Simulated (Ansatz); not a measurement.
`C#CC[SiH2]F` + CH₃OH → `COC[SiH2]F` + acetylene  (substitution at a C–C bond)

Computed with Ansatz on PBE0-D4/def2-TZVP structures; ΔE is electronic, products minus reactants. CCSD(T)/CBS adds triple-zeta CCSD(T) − MP2 to the extrapolated MP2 energy (def2 sets, frozen cores). This one scheme is used for every species. DFT in def2-TZVPP. Each species was taken in one conformer, which may not be the lowest.

```json
{"level": "B2PLYP", "ΔE (kJ/mol)": "84.9"}
{"level": "CCSD/def2-TZVPP", "ΔE (kJ/mol)": "83.3"}
```

Problem. What does CCSD(T)/CBS give? (Best estimate.)

Solution. The calculation gave: +84.8 kJ/mol. The listed levels differ from it by 0.1, -1.5 kJ/mol.

Largest T1 diagnostic among the species: 0.013.

From PBE to PBE0 (25 % exact exchange), in def2-TZVPP and without D4, ΔE moves by +4.1 kJ/mol.
